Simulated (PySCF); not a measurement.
SMILES CCCC[SiH](Cl)Cl, singlet (GFN2-xTB optimised geometry):

```
17

Si    -0.415    -0.959     0.000
Cl    -1.043     0.959     0.000
Cl    -1.045    -1.865    -1.695
C     -1.148    -1.867     1.503
C     -0.754    -1.246     2.845
C     -1.369    -2.001     4.021
C     -0.973    -1.385     5.357
H      1.043    -0.959     0.000
H     -2.239    -1.881     1.432
H     -0.830    -2.912     1.492
H      0.333    -1.252     2.945
H     -1.082    -0.205     2.876
H     -2.458    -1.991     3.926
H     -1.044    -3.043     3.991
H     -1.422    -1.935     6.180
H      0.108    -1.405     5.480
H     -1.304    -0.350     5.413
```

Calculation: PySCF with CAM-B3LYP/def2-SVP.

Question: What are the frontier orbital energies and the dipole moment?

Answer: HOMO-2 -10.62 eV, HOMO-1 -10.34 eV, HOMO -9.59 eV, LUMO 2.26 eV, LUMO+1 2.44 eV; dipole moment 1.87 D.

On the same geometry PySCF with PBE/def2-SVP gives HOMO-2 -7.84 eV, HOMO-1 -7.59 eV, HOMO -6.94 eV, LUMO 0.17 eV, LUMO+1 0.29 eV; dipole moment 1.84 D.

Meta-Löwdin charges at CAM-B3LYP/def2-SVP: Si1 0.84, Cl2 -0.27, Cl3 -0.27, C4 -0.41, C5 -0.15, C6 -0.15, C7 -0.28, H8 -0.12, H9 0.11, H10 0.11, H11 0.08, H12 0.09, H13 0.08, H14 0.08, H15 0.10, H16 0.09, H17 0.09.
